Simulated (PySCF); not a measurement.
Method: B3LYP-D3(BJ)/def2-TZVP // BP86-D3(BJ)/def2-SVP (PySCF). Isolated molecules, 0 K electronic values unless said otherwise. One relaxed conformer stands for a flexible species; it need not be the lowest. B3LYP has the VWN-RPA correlation part, as in Gaussian. 

Reference species: [Sc(F)3] (neutral, multiplicity 1).

The charge on the central atom (meta-Löwdin) is 1.57 e. The HOMO is -10.92 eV and the coordination number comes out as 3. The HOMO–LUMO gap is 7.89 eV.

Changed species: [Sc(F)(OH)2] (2 of 3 F replaced by OH; the reference has 0 of 3 F replaced by OH).

Q: Predict the effect on the charge on the central atom (meta-Löwdin), HOMO, coordination number and HOMO–LUMO gap.

A: the charge on the central atom (meta-Löwdin) decreases by 0.13 e, to 1.44 e; the HOMO rises by 2.42 eV, to -8.50 eV; the coordination number stays essentially unchanged; the HOMO–LUMO gap falls by 1.48 eV, to 6.41 eV.
